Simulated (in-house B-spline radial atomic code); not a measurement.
Configurations of neutral strontium, with energies counted from [Kr] 5s2. Method: non-relativistic TPSS, spin-polarised, spherical fractional occupations, point nucleus. Calculated with a radial B-spline atomic code at the basis-set limit. Shells without spins written out take the highest spin.

Occupations are held fixed; configurations that lie above the ionisation limit could autoionise.

```
                         configuration  E - E(ref) (eV)  highest orbital  its <r> (bohr)
                          [Kr] 5s1 5f1           4.8353            5f up           28.15
[Kr] 5s(0 up, 1 down) 5f(1 up, 0 down)           4.8594            5f up           28.91
             [Ar] 3d10 4s2 4p5 4f1 5s2           27.461            4f up           16.35
             [Ar] 3d10 4s1 4p6 5s2 6s1           43.538            6s up           9.572
              [Ar] 3d9 4s2 4p6 5s2 5d1           143.16            5d up           10.18
```

(1) Order these further configurations by energy, lowest first.
A. [Ne] 3s2 3p(3 up, 2 down) 3d10 4s2 4p6 5s2 6s(1 up, 0 down)
B. [Ar] 3d9 4s2 4p6 4f1 5s2
C. [Ne] 3s2 3p5 3d10 4s2 4p6 4f1 5s2
D. [Ar] 3d10 4s2 4p(2 up, 3 down) 5s2 6d(0 up, 1 down)
E. [Ar] 3d10 4s2 4p5 5s2 6p1

(2) How far above the reference does [Ne] 3s2 3p5 3d10 4s2 4p6 5s2 6p1 lie?

## Answers

(1) E (26.674 eV), D (27.393 eV), B (143.82 eV), A (265.92 eV), C (267.26 eV).

(2) 266.45 eV; its least bound orbital is 6p up with <r> = 11.61 bohr.
